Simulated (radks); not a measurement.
Problem. Excited configurations of the cerium ion Ce3+: one electron is placed in a higher orbital outside [Xe]. The ground configuration is [Xe] 4f1. All-electron calculation, scalar-relativistic Kohn-Sham, PBE, spin-polarised, spherical densities, point nucleus; open shells are filled with parallel spins first (spin-orbit coupling, left out, can overturn this in heavy ions). Program: a radial shooting solver on a logarithmic mesh with Libxc functionals. Excitation = E - E(ground); binding = E(ion) - E, where the ion is the core of charge +4; n* = 4/sqrt(2 binding) in atomic units, and the quantum defect is n - n*.

| outer orbital | excitation (eV) | binding (eV) | n* | quantum defect | eigenvalue (eV) | <r> (bohr) |
|---|---|---|---|---|---|---|
| 5d | 7.352 | 30.586 | 2.668 | 2.332 | -25.835 | 2.240 |
| 5f | 23.537 | 14.402 | 3.888 | 1.112 | -12.038 | 4.183 |
| 6s | 11.508 | 26.430 | 2.870 | 3.130 | -23.362 | 3.251 |
| 6p | 16.373 | 21.565 | 3.177 | 2.823 | -19.020 | 3.754 |
| 6f | 28.403 | 9.535 | 4.778 | 1.222 | -8.316 | 7.325 |
| 7s | 23.236 | 14.702 | 3.848 | 3.152 | -13.190 | 5.785 |
| 7p | 25.279 | 12.659 | 4.147 | 2.853 | -11.309 | 6.497 |
| 7d | 28.242 | 9.697 | 4.738 | 2.262 | -8.603 | 8.045 |
| 7f | 31.268 | 6.670 | 5.713 | 1.287 | -5.931 | 11.17 |

Estimate the row for 6d.

Solution. excitation (eV) 22.617; binding (eV) 15.321; n* 3.769; quantum defect 2.231; eigenvalue (eV) -13.531; <r> (bohr) 4.878. The Delta-SCF ionisation energy is 37.938 eV (NIST Atomic Spectra Database: 36.91 eV, semi-empirical). Self-interaction in the functional shifts the binding energies and quantum defects, so they are the method's values and not measured ones. Open shells are spherical and high-spin; term and fine-structure splittings are not resolved. Spin-orbit splitting is averaged out at the scalar-relativistic level.
